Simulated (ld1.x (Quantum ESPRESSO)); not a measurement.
Logarithmic derivatives: cobalt (Co), TM semilocal

cobalt, norm-conserving Troullier–Martins (semilocal form), made with ld1.x (Quantum ESPRESSO) 7.5 (PBEsol, scalar-relativistic). Core [Ar], reference 3d7 4s1.5 4p0 (charge +0.5). Waves: 4p (bound, empty): rc 2.80 bohr; 3d (bound): rc 1.05 bohr; 4s (bound): rc 2.40 bohr. Local part: the s channel. Core correction: a·sin(br)/r model core, default radius (core density twice the valence density).

The phase is arctan(r·u′/u) with u = r·R(r), unwrapped; energies in Ry, scanned from -3 to 5 Ry. A pole is an energy at which the radial function vanishes at the test radius. The pseudo phase is shifted by a multiple of π to meet the all-electron one at the reference energy, and phase errors are pseudo minus all-electron; the curves can meet again beyond the range given. Levels narrower than the energy grid can be missing from the lists of poles.

Problem. For each channel, where are the poles, and over which energies does the pseudopotential scatter like the atom?

Solution.

```json
{"channel": "s", "radius (bohr)": "3.04", "reference energy (Ry)": "-0.66", "poles, all-electron": "0.21", "poles, pseudo": "0.20, 4.48", "unbroken range about the reference energy with phases within 0.05 rad": "below 1.5", "phase error 1 Ry above the reference energy (rad)": "-0.005"}
{"channel": "p", "radius (bohr)": "3.04", "reference energy (Ry)": "-0.31", "poles, all-electron": "1.04", "poles, pseudo": "1.00", "unbroken range about the reference energy with phases within 0.05 rad": "below 2.2", "phase error 1 Ry above the reference energy (rad)": "-0.006"}
{"channel": "d", "radius (bohr)": "3.04", "reference energy (Ry)": "-0.91", "poles, all-electron": "-0.87, 2.54", "poles, pseudo": "-0.87, 2.58", "unbroken range about the reference energy with phases within 0.05 rad": "below 4.4", "phase error 1 Ry above the reference energy (rad)": "+0.002"}
```

Phases in the p channel:

```csv
E (Ry),all-electron,pseudo
-3.00,1.357,1.356
-2.52,1.331,1.330
-2.04,1.293,1.292
-1.56,1.230,1.229
-1.08,1.103,1.102
-0.60,0.709,0.708
-0.12,-0.716,-0.717
0.36,-1.349,-1.353
0.84,-1.527,-1.534
1.32,-1.622,-1.634
1.80,-1.699,-1.723
2.28,-1.790,-1.850
2.76,-1.951,-2.178
3.24,-2.433,-3.585
3.72,-3.810,-4.357
4.20,-4.354,-4.542
4.68,-4.518,-4.625
```
